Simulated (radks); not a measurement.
Isoelectronic series with 27 electrons, all held in the configuration [Ar] 3d7 4s2, which need not be the ground one along the series. All-electron calculation, Dirac Kohn-Sham, BLYP, spin-unpolarised, spherical densities, finite nucleus; open shells are shared between the two j in proportion to 2j + 1; Fermi nuclear charge, rms radius of each element as measured or else 0.836 A^(1/3) + 0.57 fm. Program: a radial shooting solver on a logarithmic mesh with Libxc functionals. Total energies (hartree) and orbital eigenvalues (eV):

ion    E (hartree)      4s1/2      3d5/2      3d3/2
Co     -1393.51113    -5.4140    -8.0281    -8.2208
Ni+    -1520.33425   -14.9867   -23.7948   -24.0591
Cu2+   -1653.30027   -27.0219   -43.9618   -44.3130
Zn3+   -1792.39503   -41.2469   -67.9971   -68.4521
Ga4+   -1937.61759   -57.5248   -95.6242   -96.2023
Ge5+   -2088.97527   -75.7765  -126.6816  -127.4039
As6+   -2246.48076   -95.9533  -161.0667  -161.9568
Se7+   -2410.14943  -118.0233  -198.7103  -199.7942
Br8+   -2580.00010  -141.9654  -239.5633  -240.8694
Kr9+   -2756.05332  -167.7653  -283.5898  -285.1490
Rb10+  -2938.33184  -195.4138  -330.7621  -332.6082
Sr11+  -3126.85980  -224.9050  -381.0591  -383.2286
Zr13+  -3522.76912  -289.4055  -490.9625  -493.9002
Nb14+  -3730.20601  -324.4143  -550.5442  -553.9330
Mo15+  -3944.00371  -361.2644  -613.1996  -617.0883
Tc16+  -4164.19665  -399.9591  -678.9211  -683.3621
Ru17+  -4390.81393  -440.5023  -747.7022  -752.7513
Rh18+  -4623.89354  -482.8995  -819.5374  -825.2541
Pd19+  -4863.46876  -527.1562  -894.4223  -900.8696
Ag20+  -5109.57864  -573.2792  -972.3527  -979.5978
